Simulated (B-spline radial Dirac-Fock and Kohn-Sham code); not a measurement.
Subshell photoionisation cross sections of Co⁹⁺ against photon energy

System: Co⁹⁺ in the configuration 1s2 2s2 2p6 3s2 3p6.

Method: independent-particle photoionisation in a Dirac-Hartree-Slater potential with a Latter tail, all multipoles, thresholds from Dirac-Fock ΔSCF. Computed with a B-spline atomic structure program. Values are in kb; a dash marks an energy below the computed threshold. Values for outer subshells far above threshold carry numerical ripple of a few per cent.

| hν (eV) | 1s | 2p1/2 | 2p3/2 | 3s | 3p1/2 |
| --- | --- | --- | --- | --- | --- |
| 482 | – | – | – | 114 | 146 |
| 616 | – | – | – | 73.8 | 89.0 |
| 800 | – | – | – | 45.8 | 50.6 |
| 889 | – | – | – | 37.7 | 40.0 |
| 1030 | – | – | – | 28.7 | 28.6 |
| 1310 | – | 127 | 246 | 18.2 | 16.3 |
| 1486.9 | – | 90.4 | 175 | 14.3 | 12.0 |
| 2560 | – | 19.3 | 36.8 | 4.71 | 2.80 |
| 2984.4 | – | 12.2 | 23.2 | 3.40 | 1.83 |
| 3020 | – | 11.8 | 22.3 | 3.32 | 1.77 |
| 5870 | – | 1.46 | 2.72 | 0.753 | 0.240 |
| 8047.8 | 28.1 | 0.516 | 0.955 | 0.355 | 0.0879 |
| 15000 | 5.37 | 0.0608 | 0.110 | 0.0734 | 0.0108 |
| 30000 | 0.753 | 0.00504 | 0.00881 | 0.0111 | 0.000926 |
| 100000 | 0.0201 | 5.93e-05 | 9.47e-05 | 0.000328 | 1.12e-05 |
| 150000 | 0.00579 | 1.37e-05 | 2.10e-05 | 9.60e-05 | 2.59e-06 |

At 150000 eV the multipoles beyond E1 give 36.2 % of 1s, 51.3 % of 2p1/2, 48.4 % of 2p3/2, 36.6 % of 3s, 51.3 % of 3p1/2.
